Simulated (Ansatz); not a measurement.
Start from `CC1(F)[SiH2]S1` and change one atom or group to get `OC1(F)[SiH2]S1`.

Ansatz, PBE0-D4/def2-TZVP geometries, multiplicity 1. Each molecule was computed in one conformer, which needn't be the lowest.

```
                                          property  `CC1(F)[SiH2]S1`
               HOMO–LUMO gap (PBE/def2-TZVPP) / eV              4.70
size of the dipole moment (ωB97M-V/def2-TZVPP) / D              2.25
             HOMO–LUMO gap (B3LYP/def2-TZVPP) / eV              6.26
           HOMO–LUMO gap (ωB97M-V/def2-TZVPP) / eV             10.64
             HOMO energy (ωB97M-V/def2-TZVPP) / eV             -9.55
               LUMO energy (B3LYP/def2-TZVPP) / eV             -0.87
```

Question: Give the same properties after the change, and the shifts. (An estimate is asked.)

Answer: Ansatz gave: 
```csv
property,`OC1(F)[SiH2]S1`,shift
HOMO–LUMO gap (PBE/def2-TZVPP) / eV,4.60,-0.10
size of the dipole moment (ωB97M-V/def2-TZVPP) / D,1.09,-1.16
HOMO–LUMO gap (B3LYP/def2-TZVPP) / eV,6.20,-0.06
HOMO–LUMO gap (ωB97M-V/def2-TZVPP) / eV,10.62,-0.02
HOMO energy (ωB97M-V/def2-TZVPP) / eV,-9.65,-0.10
LUMO energy (B3LYP/def2-TZVPP) / eV,-1.02,-0.15
```

Dipoles are sizes alone; their direction can turn.

B3LYP here is the variant with VWN-RPA as its local correlation; programs differ in this.
